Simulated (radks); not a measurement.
The numbers below are computed, except where a source is named.
Problem. Coherent X-ray form factor from a spherical all-electron density. Code: a radial shooting solver on a logarithmic mesh with Libxc functionals. Model: Dirac Kohn-Sham, PBE, spin-unpolarised, spherical densities, finite nucleus; Fermi nuclear charge, rms radius of each element as measured or else 0.836 A^(1/3) + 0.57 fm.

sin(theta)/lambda (1/angstrom),f0 (electrons)
0.05,44.350
0.1,42.564
0.15,40.026
0.2,37.157
0.25,34.276
0.3,31.580
0.4,27.048
0.5,23.681
0.6,21.206
0.8,17.697
1,14.880
1.25,11.765
1.5,9.290
2,6.462

The species is in the configuration that NIST lists as its ground one. Which atom or ion scatters so?

Solution. The palladium ion Pd+, [Kr] 4d9. Extrapolating in s^2 from the first two rows gives f0(0) = 44.9, near the electron count 45; among species with that count, the fall with angle is slower the higher Z, and the table is that of Z = 46; from so few rows the species is fixed only to a neighbour or two.
